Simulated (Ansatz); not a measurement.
Two members of one family (Series GeMeX3), computed with Ansatz in the gas phase. The two geometries come from different levels. Binding counts from free atoms in the multiplicity of their measured ground term, without zero-point energy. The structures are stationary points that may keep the symmetry of their start.

First: GeMe(NHMe)3 (singlet, charge 0, PBE-D4/def2-SVP geometry).

```xyz
23

Ge    0.2967   -0.0733   -0.2903
C     1.5693   -1.4825   -0.7944
H     1.0473   -2.3592   -1.2292
H     2.1367   -1.8193    0.0947
H     2.2804   -1.0902   -1.5467
N     0.9169    1.5186    0.4015
C     1.5635    1.6097    1.6982
H     1.3198    2.1361   -0.3092
H     1.4378    2.6217    2.1459
H     1.0871    0.8849    2.3892
H     2.6602    1.3861    1.6956
N    -0.7245   -0.7083    1.1241
C    -1.2772   -2.0495    1.1538
H    -1.3740   -0.0026    1.4852
H    -2.1752   -2.2161    0.5057
H    -0.5102   -2.7839    0.8286
H    -1.5662   -2.3429    2.1887
N    -0.5291    0.4925   -1.8517
C    -1.6475    1.4193   -1.7999
H    -0.6583   -0.2495   -2.5469
H    -2.6349    0.9631   -1.5339
H    -1.4359    2.1984   -1.0379
H    -1.7827    1.9468   -2.7711
```

| level | HOMO (eV) | LUMO (eV) | gap (eV) | binding per atom (eV) |
| --- | --- | --- | --- | --- |
| PBE-D4/def2-SVP | -4.49 | 0.41 | 4.90 | 3.88 |
| PBE-D4/def2-TZVP | -4.73 | -0.15 | 4.58 | 3.86 |
| r2SCAN-D4/def2-TZVP | -4.99 | 0.45 | 5.44 | 3.77 |
| B3LYP-D4/6-31G | -5.50 | 1.25 | 6.75 | 3.72 |
| PBE0-D4/def2-SVP | -5.91 | 1.30 | 7.21 | 3.82 |

Second: GeMe(OiPr)3 (singlet, charge 0, r2SCAN-D4/def2-SVP geometry).

```xyz
38

Ge    1.018    0.405   -0.213
C     2.943    0.510   -0.221
H     3.374   -0.324   -0.793
H     3.329    0.486    0.808
H     3.240    1.459   -0.688
O     0.453    1.645    0.919
C    -0.916    2.072    0.932
C    -0.934    3.488    1.482
C    -1.762    1.111    1.755
H    -1.296    2.085   -0.109
H    -0.528    3.497    2.507
H    -1.960    3.887    1.506
H    -0.312    4.148    0.860
H    -1.706    0.093    1.342
H    -1.394    1.078    2.795
H    -2.817    1.427    1.768
O     0.408   -1.223    0.200
C     1.078   -2.041    1.160
C     0.559   -3.456    0.977
C     0.856   -1.517    2.573
H     2.170   -2.038    0.950
H    -0.525   -3.484    1.168
H     1.056   -4.154    1.669
H     0.734   -3.798   -0.054
H     1.195   -0.473    2.670
H    -0.218   -1.542    2.821
H     1.399   -2.129    3.311
O     0.261    0.759   -1.772
C    -0.382   -0.233   -2.582
C    -0.302    0.254   -4.019
C    -1.814   -0.447   -2.112
H     0.161   -1.195   -2.490
H    -0.823    1.220   -4.115
H    -0.768   -0.468   -4.707
H     0.748    0.401   -4.318
H    -1.821   -0.819   -1.076
H    -2.373    0.502   -2.157
H    -2.330   -1.186   -2.746
```

Task: What does the change do? Estimate second minus first.

Result: 
```
              level  Δ HOMO (eV)  Δ LUMO (eV)  Δ gap (eV)  Δ binding per atom (eV)
    PBE-D4/def2-SVP        -1.43        -0.34        1.09                     0.35
   PBE-D4/def2-TZVP        -1.32        -0.16        1.16                     0.33
r2SCAN-D4/def2-TZVP        -1.38        -0.24        1.14                     0.35
     B3LYP-D4/6-31G        -1.61        -0.52        1.09                     0.33
   PBE0-D4/def2-SVP        -1.62        -0.27        1.35                     0.35
```
